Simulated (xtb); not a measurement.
xtb input (GFN2-xTB):

```bash
xtb mol.xyz --gfn 2 --ohess tight --chrg -1 --uhf 0
```
mol.xyz:
```
9

Si     0.30036628     0.26327625    -0.32880471
O      1.63842716    -0.15483030    -1.35340468
O      0.90669531     0.73731044     1.19655193
O     -0.53665139     1.51647348    -1.06969470
N     -0.76427946    -1.20634282    -0.23575487
H      1.36678733    -0.09485060     1.56460764
H     -1.24139379     1.74144986    -0.42734226
H     -0.19177909    -1.95572359     0.28271796
H     -1.49565661    -0.87352048     0.42731055
```

End of the output:

```
optimized geometry written to: xtbopt.xyz

           -------------------------------------------------
          | TOTAL ENERGY              -19.244789160379 Eh   |
          | TOTAL ENTHALPY            -19.179849603568 Eh   |
          | TOTAL FREE ENERGY         -19.219149002461 Eh   |
          | GRADIENT NORM               0.000484856863 Eh/α |
          | HOMO-LUMO GAP               9.024710165731 eV   |
           -------------------------------------------------

------------------------------------------------------------------------
------------------------------------------------------------------------
 total:
 SCF:
 ANC optimizer:
 analytical hessian:
```

It need not be the lowest isomer of its formula. Whether it binds its extra electron was not tested at this geometry.
